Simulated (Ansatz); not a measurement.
Cartesian coordinates in Å:
```
Si 1.596 0.521 2.493
O 1.366 0.152 0.916
Sc 1.010 -0.265 -0.872
Cl 2.724 -0.711 -2.358
O -0.777 -0.307 -1.419
Si -2.360 -0.322 -1.832
H 2.999 0.959 2.719
H 1.321 -0.673 3.335
H 0.678 1.619 2.898
H -2.620 -1.400 -2.822
H -2.737 0.987 -2.430
H -3.201 -0.561 -0.629
```

The species carries charge 0 and has multiplicity 1.

Problem. List the B3LYP/def2-TZVPP orbital energies in eV (the Gaussian-basis code of Ansatz). (Estimate.)

Solution. Computed: Occupied: -4401.22, -2761.73, -1799.42, -1799.42, -520.47, -520.47, -480.54, -396.84, -396.76, -396.75, -256.48, -195.42, -195.41, -195.39, -143.87, -143.87, -99.22, -99.22, -99.18, -99.18, -99.18, -99.18, -58.16, -36.39, -36.36, -36.25, -26.19, -25.96, -21.29, -14.77, -14.65, -11.64, -11.45, -10.81, -10.78, -10.71, -10.54, -9.47, -8.83, -8.83, -8.80, -8.76, -8.69, -8.43. Lowest empty: -2.82, -1.83, -1.49, -0.48, -0.44, -0.35, 0.18, 0.26.

B3LYP here is the variant with VWN-RPA as its local correlation; programs differ in this.
